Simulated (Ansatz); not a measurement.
One change: `N[AsH]N[SiH3]` becomes `C[AsH]N[SiH3]`.

Ansatz, PBE0-D4/def2-TZVP geometries, multiplicity 1. Each molecule was computed in one conformer, which needn't be the lowest.

Scalar relativity is left out up to krypton.

```json
{"property": "size of the dipole moment (B3LYP/def2-TZVPP) / D", "`N[AsH]N[SiH3]`": "1.54"}
{"property": "LUMO energy (B3LYP/def2-TZVPP) / eV", "`N[AsH]N[SiH3]`": "-0.40"}
{"property": "zero-point energy (PBE0-D4/def2-TZVP) / kJ/mol", "`N[AsH]N[SiH3]`": "198.9"}
{"property": "HOMO–LUMO gap (ωB97M-V/def2-TZVPP) / eV", "`N[AsH]N[SiH3]`": "10.90"}
{"property": "LUMO energy (ωB97M-V/def2-TZVPP) / eV", "`N[AsH]N[SiH3]`": "1.48"}
{"property": "HOMO–LUMO gap (PBE/def2-TZVPP) / eV", "`N[AsH]N[SiH3]`": "4.83"}
```

(1) What does the change do to each property? (Best estimate.)

Answers

(1) Computed: 
| property | `C[AsH]N[SiH3]` | shift |
| --- | --- | --- |
| size of the dipole moment (B3LYP/def2-TZVPP) / D | 0.67 | -0.87 |
| LUMO energy (B3LYP/def2-TZVPP) / eV | -0.29 | 0.11 |
| zero-point energy (PBE0-D4/def2-TZVP) / kJ/mol | 226.7 | 27.8 |
| HOMO–LUMO gap (ωB97M-V/def2-TZVPP) / eV | 10.81 | -0.09 |
| LUMO energy (ωB97M-V/def2-TZVPP) / eV | 1.64 | 0.16 |
| HOMO–LUMO gap (PBE/def2-TZVPP) / eV | 4.87 | 0.04 |

With PBE0 the HOMO rises by 0.16 eV and the LUMO rises by 0.08 eV, so the gap narrows by about 0.08 eV. PBE moves the HOMO by -0.01 eV and ωB97M-V by 0.25 eV. The zero-point energy changes by 27.8 kJ/mol with +3 modes. Dipoles are sizes alone; their direction can turn.

Positive LUMOs are unbound, so they and the gaps depend on the basis.

B3LYP here is the variant with VWN-RPA as its local correlation; programs differ in this.
